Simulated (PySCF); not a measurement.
# Excitation energy of V²⁺ by level of theory

V²⁺ [Ar] 3d3 (4F) → V²⁺ [Ar] 3d2 4p1 (high-spin determinant), as a difference of total energies. Computed with PySCF 2.14 in def2-TZVPPD, with the non-relativistic Hamiltonian (point nucleus). Correlated levels: valence: [Ar] frozen. The calculations carry no spin-orbit coupling.

```tsv
method	excitation energy (eV)
UHF	10.372
MP2 (valence)	10.606
SCS-MP2 (valence)	10.450
CCSD (valence)	10.603
CCSD(T) (valence)	10.596
```

How much does correlation contribute at CCSD(T) (valence)?

10.596 − (10.372) = 0.224 eV, measured against UHF.

A first-order spin-orbit estimate (lowest level to lowest level, LS coupling) adds -0.030 eV.

The determinant of the upper state mixes LS terms, which raises its energy above the lowest term, most at the Hartree-Fock and MP2 levels.
